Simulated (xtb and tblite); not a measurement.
Conformational energy of SMILES SC[SiH2]c1ccccc1. Scanned: dihedral H10–S1–C2–Si3 and dihedral S1–C2–Si3–C4; all other coordinates were relaxed at GFN2-xTB. Points at φ and −φ are mirror images. Heavy atoms are numbered in the order of the SMILES SC[SiH2]c1ccccc1, hydrogens after them in the order of the atoms that carry them; the mirror image has the same energies with the sign of each dihedral reversed.

Calculation: GFN2-xTB (xtb and tblite).

Energy in kcal/mol above the lowest grid point; x is the dihedral H10–S1–C2–Si3 (°), y the dihedral S1–C2–Si3–C4 (°).

| y \ x | -150 | -120 | -90 | -60 | -30 | 0 | 30 | 60 | 90 | 120 | 150 | 180 |
|---|---|---|---|---|---|---|---|---|---|---|---|---|
| 180 | 1.4 | 1.7 | 0.8 | 0.0 | 0.4 | 0.9 | 0.4 | 0.0 | 0.8 | 1.7 | 1.4 | 0.9 |
| 150 | 2.2 | 2.6 | 1.6 | 0.8 | 1.3 | 1.8 | 1.2 | 0.8 | 1.6 | 2.5 | 2.1 | 1.7 |
| 120 | 2.8 | 3.3 | 2.4 | 1.6 | 2.0 | 2.5 | 2.0 | 1.4 | 2.2 | 3.2 | 2.8 | 2.3 |
| 90 | 2.1 | 2.5 | 1.7 | 0.9 | 1.2 | 1.6 | 1.1 | 0.7 | 1.5 | 2.4 | 2.1 | 1.6 |
| 60 | 1.9 | 2.1 | 1.1 | 0.1 | 0.6 | 1.0 | 0.5 | 0.3 | 1.2 | 2.1 | 1.9 | 1.5 |
| 30 | 2.8 | 3.1 | 2.0 | 1.0 | 1.3 | 1.7 | 1.3 | 1.1 | 2.0 | 3.0 | 2.7 | 2.2 |
| 0 | 3.4 | 3.7 | 2.7 | 1.7 | 2.0 | 2.4 | 2.0 | 1.7 | 2.7 | 3.7 | 3.4 | 2.9 |
| -30 | 2.7 | 3.0 | 2.0 | 1.1 | 1.3 | 1.7 | 1.3 | 1.0 | 2.0 | 3.1 | 2.8 | 2.2 |
| -60 | 1.9 | 2.1 | 1.2 | 0.3 | 0.5 | 1.0 | 0.6 | 0.1 | 1.1 | 2.1 | 1.9 | 1.5 |
| -90 | 2.1 | 2.4 | 1.5 | 0.7 | 1.1 | 1.6 | 1.2 | 0.9 | 1.7 | 2.5 | 2.1 | 1.6 |
| -120 | 2.8 | 3.2 | 2.2 | 1.4 | 2.0 | 2.5 | 2.0 | 1.6 | 2.4 | 3.3 | 2.8 | 2.3 |
| -150 | 2.1 | 2.5 | 1.6 | 0.8 | 1.2 | 1.8 | 1.3 | 0.8 | 1.6 | 2.6 | 2.2 | 1.7 |

The six lowest points that lie below all their neighbours on the grid: x = -60, y = 180 (0.0 kcal/mol); x = 60, y = 180 (0.0 kcal/mol); x = -60, y = 60 (0.1 kcal/mol); x = 60, y = -60 (0.1 kcal/mol); x = -60, y = -60 (0.3 kcal/mol); x = 60, y = 60 (0.3 kcal/mol). The lowest path on the grid from the first to the second passes x = 0, y = 180 at 0.9 kcal/mol.
